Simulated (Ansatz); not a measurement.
Isolated molecules relaxed with PBE0-D4/def2-TZVP in Ansatz; ΔE leaves out vibrations. CCSD(T)/CBS adds triple-zeta CCSD(T) − MP2 to the extrapolated MP2 energy (def2 sets, frozen cores). This one scheme is used for every species. Open shells (•) are unrestricted, without spin–orbit coupling. For Br outer-core shells are correlated without core-valence functions, which leaves a few kJ/mol of doubt a bond. Scalar relativity is left out up to krypton. One conformer a species, not always the lowest.

Reaction (hydrogen abstraction from the Al–H bond): `[NH2][AlH][Br]` + `[SiH3]`• → `[NH2][Al][Br]`• + SiH₄

`[NH2][AlH][Br]`:

Cartesian coordinates in Å:
```
N -0.155 -0.900 -0.418
Al -0.068 0.666 0.371
Br 1.903 1.764 0.290
H -0.980 -1.477 -0.446
H 0.607 -1.345 -0.903
H -1.307 1.291 1.108
```

`[SiH3]`•:

```xyz
4

Si   -0.305    0.145    0.000
H     0.324    0.420    1.318
H     0.479    0.749   -1.108
H    -0.498   -1.314   -0.210
```

`[NH2][Al][Br]`•:

```xyz
5

N     0.599   -0.490    0.184
Al   -1.131   -0.143    0.203
Br   -1.789    1.828   -0.737
H     1.295    0.124   -0.212
H     1.025   -1.320    0.562
```

SiH₄:

Cartesian coordinates in Å:
```
Si 0.000 0.000 0.000
H 0.765 0.367 -1.218
H -0.286 -1.457 -0.016
H -1.278 0.755 0.029
H 0.799 0.334 1.206
```

```csv
level,ΔE (kJ/mol)
CCSD(T)/def2-SVP,-26.5
SCS-MP2/def2-QZVPP,-33.4
```

What does CCSD(T)/CBS give? (Best estimate.)

Ansatz gave: -31.4 kJ/mol. The listed levels differ from it by 4.9, -2.0 kJ/mol.

What do rigid-rotor, harmonic-oscillator terms from PBE0-D4/def2-TZVP frequencies (298.15 K, 1 bar) make of the CCSD(T)/CBS value? (Best estimate.)

Computed: ΔZPE = +6.3 kJ/mol, ΔH = -25.7 kJ/mol, ΔS = -10 J/(mol·K), ΔG = -22.7 kJ/mol. Open shells count their whole term as degenerate.

Largest T1 diagnostic among the species: 0.015.

At CCSD(T), def2-SVP lies +4.9 kJ/mol from the extrapolated value and def2-TZVPP +1.2 kJ/mol. Leaving LDA and LC-ωPBE aside and taking each functional with its dispersion term where it has one, the values, not all of them listed here, spread over 18.8 kJ/mol, from revPBE-D4 to B97M-V. LDA lies −4.3 kJ/mol from PBE without D4.
